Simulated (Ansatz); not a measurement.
Relaxation of C2H8ClGa (12 atoms, charge 0, multiplicity 1), to a largest force component of 0.03 eV/Å in at most 50 steps.

Level of theory: RKS PBE-D4/def2-SVP in Ansatz.

```xyz
12
Properties=species:S:1:pos:R:3:forces:R:3
Ga -0.174 0.641 0.096 0.07 -0.03 0.07
C 1.553 -0.093 0.730 0.11 0.15 0.00
C -1.055 0.369 -1.639 -0.07 -0.06 -0.08
Cl -1.223 2.024 1.436 0.05 0.00 0.03
H -0.257 -1.495 1.374 2.30 0.73 -0.19
H -0.918 -1.733 1.441 -2.53 -0.91 0.25
H 2.376 0.589 0.432 0.01 0.01 0.01
H 1.576 -0.189 1.837 -0.01 0.02 -0.14
H 1.748 -1.082 0.260 -0.01 0.09 0.06
H -2.152 0.534 -1.588 0.15 -0.01 0.03
H -0.846 -0.655 -2.011 -0.04 0.04 -0.03
H -0.627 1.091 -2.366 -0.03 -0.02 0.01
```

Q: Where does it end, and by what steps?

A: It converged. The force dipped under the threshold on the way, but the program's further checks kept it going. After 25 steps the energy has fallen by 0.182 eV; H5 moved furthest, 0.87 Å.

```csv
step,energy less start (eV),largest force component (eV/Å),accepted
0,0.0000,2.526,yes
1,-0.1307,0.091,yes
2,-0.1439,0.574,yes
3,-0.1579,0.118,yes
4,-0.1636,0.313,yes
5,-0.1564,0.732,no
6,-0.1389,0.360,no
7,-0.1678,0.065,yes
8,-0.1665,0.112,no
9,-0.1685,0.026,yes
10,-0.1694,0.078,yes
11,-0.1696,0.208,yes
12,-0.1709,0.104,yes
13,-0.1726,0.106,yes
14,-0.1497,0.809,no
15,-0.1757,0.055,yes
16,-0.1759,0.060,yes
17,-0.1395,0.980,no
18,-0.1789,0.043,yes
19,-0.1795,0.034,yes
20,-0.1689,0.609,no
21,-0.1813,0.019,yes
22,-0.1811,0.186,no
23,-0.1818,0.025,yes
24,-0.1820,0.048,yes
25,-0.1822,0.002,yes
```

```xyz
12
Properties=species:S:1:pos:R:3
Ga -0.041 0.540 0.098
C 1.766 0.027 0.688
C -1.014 0.236 -1.586
Cl -1.125 1.802 1.540
H -1.025 -1.798 1.098
H -1.327 -1.220 1.509
H 2.471 0.851 0.452
H 1.782 -0.128 1.783
H 2.121 -0.889 0.176
H -2.105 0.204 -1.399
H -0.694 -0.703 -2.081
H -0.811 1.078 -2.279
```

Whether the end is a true minimum wasn't checked by a vibrational analysis.

Run time: 58 s on 2 threads of Intel(R) Xeon(R) Platinum 8488C (Sapphire Rapids), on a shared host, peak memory 0.19 GiB.
